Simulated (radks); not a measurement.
Species: Tm XLII. Configuration: [Ar] 3d10. Calculated with a radial shooting solver on a logarithmic mesh with Libxc functionals: non-relativistic Kohn-Sham, TPSS, spin-polarised, spherical densities, point nucleus; meta-GGA in the generalised Kohn-Sham scheme; relativity is left out, which matters for an element this heavy.

Normalised radial functions P(r) = r R(r), r in bohr:

r,2p,3d
0.0009054,0.0057,0.0000
0.001133,0.0089,0.0000
0.001406,0.0135,0.0000
0.001759,0.0209,0.0001
0.002183,0.0317,0.0001
0.002731,0.0487,0.0003
0.003389,0.0734,0.0005
0.00424,0.1116,0.0010
0.005263,0.1660,0.0019
0.006584,0.2483,0.0036
0.008171,0.3623,0.0067
0.01022,0.5288,0.0125
0.01269,0.7491,0.0226
0.01587,1.0525,0.0413
0.0197,1.4250,0.0725
0.02465,1.8893,0.1274
0.03059,2.3870,0.2141
0.03827,2.8973,0.3556
0.0475,3.2960,0.5592
0.05942,3.4983,0.8540
0.07375,3.3938,1.2174
0.09226,2.9411,1.6444
0.1145,2.2458,2.0339
0.1433,1.4365,2.3024
0.1778,0.7668,2.3199
0.2224,0.3114,2.0312
0.2761,0.0972,1.5175
0.3454,0.0199,0.9100
0.4286,0.0027,0.4326
0.5363,0.0002,0.1449
0.6656,0.0000,0.0341

2p: eigenvalue -10384.8 eV, 0 radial nodes, <r> = 0.0787 bohr, 90 % of the charge inside 0.127 bohr. 3d: eigenvalue -3258.0 eV, 0 radial nodes, <r> = 0.195 bohr, 90 % of the charge inside 0.300 bohr.
